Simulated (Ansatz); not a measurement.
```xyz
7

C     0.0000    0.0170   -0.7455
C     0.0000   -0.0455    0.8537
H     1.0085    0.0159    1.4642
H    -1.0085    0.0159    1.4642
H     0.0000    1.1449   -1.1513
H     0.9627   -0.5030   -1.2132
H    -0.9627   -0.5030   -1.2132
```

Basis set: cc-pVDZ (spherical functions). Correlated methods keep 2 orbitals frozen. Charge 0, multiplicity 2.

Computed with Ansatz (development build ahead of 0.2.0); each method stands on the lowest determinant of its kind that the runs found.

The atomization energy at this shape (free ground-state atoms in the same class of orbitals less the molecule, no zero-point energy) of doublet C2H5:

```tsv
method	atomization energy
UHF-MP2	2288.5 kJ/mol
```

Task: What does UHF give?

Result: 1839.8 kJ/mol. Caution: the shape is not the minimum.
